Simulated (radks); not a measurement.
Problem. Species: Hf V. Configuration: [Xe] 4f13.5 5f0.5 (fractional occupations, a model configuration). Method: scalar-relativistic Kohn-Sham, exchange-only B88, spin-polarised, spherical densities, finite nucleus; open shells are filled with parallel spins first (spin-orbit coupling, left out, can overturn this in heavy ions); Fermi nuclear charge, rms radius 5.347 fm; computed with a radial shooting solver on a logarithmic mesh with Libxc functionals. Some entries of the table are withheld. Estimate them.

| orbital | occ. | eigenvalue (eV) | r(max) (bohr) |
|---|---|---|---|
| 1s down | 1 | -65320.11 | 0.01190 |
| 1s up | 1 | -65320.11 | 0.01190 |
| 2s up | 1 | -11211.63 | 0.06807 |
| 2s down | 1 | -11211.62 | 0.06807 |
| 2p up | 3 | -9852.930 | 0.05566 |
| 2p down | 3 | -9852.925 | 0.05566 |
| 3s up | 1 | -2591.790 | 0.1922 |
| 3s down | 1 | -2591.510 | 0.1922 |
| 3p up | 3 | -2185.737 | 0.1898 |
| 3p down | 3 | -2185.456 | 0.1898 |
| 3d up | 5 | -1704.397 | 0.1546 |
| 3d down | 5 | -1704.183 | 0.1546 |
| 4s up | 1 | -560.3221 | 0.4372 |
| 4s down | 1 | -559.7717 | 0.4372 |
| 4p up | 3 | -426.9670 | 0.4580 |
| 4p down | 3 | -426.4306 | 0.4580 |
| 4d up | 5 | (1) | (2) |
| 4d down | 5 | (3) | (4) |
| 5s up | 1 | (5) | 1.007 |
| 5s down | 1 | (6) | 1.008 |
| 5p up | 3 | -79.2373 | 1.140 |
| 5p down | 3 | -78.9987 | 1.140 |
| 4f up | 7 | -64.0744 | 0.4526 |
| 4f down | 6.5 | -63.5865 | 0.4528 |
| 5f up | 0.5 | -17.8740 | 3.185 |

Solution. 
(1) 4d up eigenvalue (eV): -254.4748
(2) 4d up r(max) (bohr): 0.4706
(3) 4d down eigenvalue (eV): -253.9525
(4) 4d down r(max) (bohr): 0.4706
(5) 5s up eigenvalue (eV): -111.9773
(6) 5s down eigenvalue (eV): -111.7222
